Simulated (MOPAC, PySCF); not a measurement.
HF$_{3}$Si, SMILES `F[SiH](F)F`, neutral singlet in the gas phase. 

Z-matrix (Å, degrees):
```
Si
F 1 1.5789
F 1 1.5789 2 108.31
F 1 1.5789 2 108.31 3 -117.25
H 1 1.4561 2 110.61 3 121.37
```
Charge 0, multiplicity 1.

All levels are single points at this geometry (B3LYP-D3(BJ)/def2-TZVP); Pople sets use spherical d functions. Orbital energies aren't observables, and empty levels follow the basis.

B3LYP-D3(BJ)/def2-TZVP in PySCF gives gap (eV) = 11.75.

### Question
Estimate the gap (eV) from each of these levels: B3LYP/6-311+G** in PySCF; BP86/6-31G* in PySCF; HF/STO-3G in PySCF; PM6 in MOPAC; PM7 in MOPAC.

### Answer

| level | gap (eV) |
|---|---|
| B3LYP/6-311+G** in PySCF | 11.18 |
| BP86/6-31G* in PySCF | 10.13 |
| HF/STO-3G in PySCF | 23.53 |
| PM6 in MOPAC | 12.96 |
| PM7 in MOPAC | 14.02 |
